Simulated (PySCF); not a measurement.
Isomers of C4H4F2O2, one GFN2-xTB conformer each. Single-point energies are computed at PBE0/pcSseg-1 (PySCF, gas phase, no added dispersion term), electronic only.

Question: Rank them by PBE0/pcSseg-1 energy, lowest first (kJ/mol).
A. `[O:1]=[C:2]([F:3])[CH2:4][CH2:5][C:6](=[O:7])[F:8]` with O1–C2–C4–C5 7°, C2–C4–C5–C6 73°, C4–C5–C6–O7 7°
B. `[CH2:1]=[CH:2][C:3](=[O:4])[O:5][CH:6]([F:7])[F:8]` with C1–C2–C3–O4 0°, C2–C3–O5–C6 180°, C3–O5–C6–F7 -121°
C. `[O:1]=[C:2]1[CH2:3][C@H:4]([CH:5]([F:6])[F:7])[O:8]1` with C3–C4–C5–F6 92°
D. `[O:1]=[C:2]1[O:3][CH2:4][C@@H:5]1[CH:6]([F:7])[F:8]` with C4–C5–C6–F7 -37°

Answer: A (0.0), B (103.5), C (108.0), D (113.9).

As drawn, the highest has a four-membered ring, a C(=O)–O unit and two fluorines on one carbon, which the lowest lacks. Neighbours under 10 kJ/mol apart (C=CC(=O)OC(F)F and O=C1C[C@H](C(F)F)O1; O=C1C[C@H](C(F)F)O1 and O=C1OC[C@@H]1C(F)F) can change places with a better method, another conformer or zero-point energy. GFN2-xTB itself gives, in the same order: 0.0, 56.0, 37.0, 38.6. Both levels put the same isomer lowest; measured from each level's own lowest isomer, the values differ by up to 75.3 kJ/mol (O=C1OC[C@@H]1C(F)F: 38.6 against 113.9).

Question: Which frontier levels, dipoles and rotational constants go with these structures?

Answer: 
```csv
SMILES,"HOMO (eV, PBE0/pcSseg-1)",LUMO (eV),dipole (D),"A, B, C (MHz)"
O=C(F)CCC(=O)F,-9.39,-0.76,4.33,"4512, 1104, 1089"
C=CC(=O)OC(F)F,-8.93,-2.12,3.00,"5345, 1035, 1020"
O=C1C[C@H](C(F)F)O1,-8.59,-0.13,2.91,"5176, 1252, 1209"
O=C1OC[C@@H]1C(F)F,-8.60,-0.28,3.01,"3726, 1503, 1347"
```
